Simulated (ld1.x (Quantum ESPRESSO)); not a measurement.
Building the TM potential for carbon (C) (LDA (PZ), scalar-relativistic).

carbon, norm-conserving Troullier–Martins (Kleinman–Bylander form), made with ld1.x (Quantum ESPRESSO) 7.5 (LDA (PZ), scalar-relativistic). Core [He], reference 2s2 2p0 (charge +2). Waves: 2s (bound): rc 0.85 bohr; 2p (bound, empty): rc 1.35 bohr; 3d channel at 0.4 Ry: rc 1.35 bohr. Local part: the d channel. Core correction: none.

All-electron outer shells of the reference configuration (LDA (PZ), scalar-relativistic, ld1.x):

```json
{"shell": "2s", "level (eV)": "-40.17", "outermost node (bohr)": "0.38", "outermost maximum (bohr)": "1.13"}
{"shell": "2p", "level (eV)": "-31.85", "outermost node (bohr)": "–", "outermost maximum (bohr)": "1.01"}
```

Question: Does the generator finish with these settings?

Answer: Yes, a potential is produced and its reference levels are reproduced.

Question: Estimate the cutoffs (Ry, on a coarse ladder) from which the occupation-weighted sum of valence levels, in a spherical-Bessel basis at the reference potential, stays within 10 and 1 mRy of its value at 400 Ry.

Answer: 90 Ry and 200 Ry.

Question: Does the potential have ghost states?

Answer: No extra level below or beside the all-electron valence levels (s, p, d, f tested).

Question: Tests: 2s2 2p2; 2s2 2p1; 2s1 2p0; 2s1 2p2; 2s2 2p1.5; 2s1 2p3; 2s0 2p4. Which has the largest error in its energy relative to the reference configuration, and how large is it?

Answer: 2s0 2p4, with +280 meV (all-electron minus pseudo) on -18.73 eV.
